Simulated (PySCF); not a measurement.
Species: C5H12FGaO.
Cartesian coordinates in Å at the PBE0-D3(BJ)/def2-SVP level; atoms count from 1:
```xyz
20
C5H12FGaO angstrom
F     -1.7589    0.1517    2.3064
C     -2.2178   -0.5445    1.2148
C     -1.2661   -0.3838    0.0499
C     -1.0045    1.0652   -0.3616
C      0.2941    0.9648   -1.1398
O      0.9756   -0.1694   -0.5810
Ga     3.0772   -0.1790   -0.3532
C      0.1448   -0.8756    0.3414
H     -2.3173   -1.6068    1.4971
H     -3.2180   -0.1614    0.9513
H     -1.6831   -0.9454   -0.8044
H     -0.8717    1.6767    0.5438
H     -1.8195    1.5002   -0.9574
H      0.9411    1.8480   -1.0380
H      0.1312    0.7700   -2.2120
H      3.1482    0.8115    0.8818
H      3.4313    0.3937   -1.7825
H      3.2340   -1.7267   -0.0754
H      0.2893   -1.9529    0.1788
H      0.4424   -0.6211    1.3726
```

Level of theory: TDDFT wB97X-D/def2-SVPD, vertical, gas phase, core orbitals frozen in the response (PySCF 2.14.0, density-fitted response routines). Relativistic effects, spin–orbit coupling among them, are left out although an element past zinc is present.

Ground-to-excited transition dipoles (e·a0, same axes as the geometry; the sign carries no meaning), for the states with f of 0.002 or more among the lowest 8:

| state | E (eV) | μx | μy | μz |
| --- | --- | --- | --- | --- |
| S1 | 6.551 | -0.058 | 0.101 | 0.123 |
| S2 | 6.717 | -0.009 | -0.111 | 0.073 |
| S3 | 7.333 | 0.091 | -0.605 | -0.777 |
| S4 | 7.472 | 0.060 | 0.762 | -0.511 |
| S5 | 7.984 | 0.005 | 0.037 | -0.132 |
| S7 | 8.339 | 0.243 | 0.174 | 0.025 |
| S8 | 8.486 | -0.011 | -0.282 | -0.433 |

Question: Work out the oscillator strengths.

Answer: f = (2/3) ΔE |μ|² with ΔE in hartree (27.2114 eV).

```tsv
state	|μ|² (au)	|μ| (D)	f
S1	0.029	0.43	0.005
S2	0.018	0.34	0.003
S3	0.977	2.51	0.176
S4	0.845	2.34	0.155
S5	0.019	0.35	0.004
S7	0.090	0.76	0.018
S8	0.267	1.31	0.055
```

Question: Which bond between heavy atoms lies closest to the direction of the S3 transition dipole?

Answer: F1–C2, at 25° from it; next C2–C3 at 53°.

Question: What angle do the transition dipoles of S4 and S8 make?

Answer: |cos θ| = |μa·μb| / (|μa| |μb|) = 0.01, so θ ≈ 89° (taken between 0 and 90°, since the signs are arbitrary).

All these states lie below the vertical ionisation energy of 9.69 eV (ΔSCF).

One conformer stands for the species.

Without π bonds the low states may be Rydberg-like; a valence basis with one diffuse set may place them up to an eV too high.
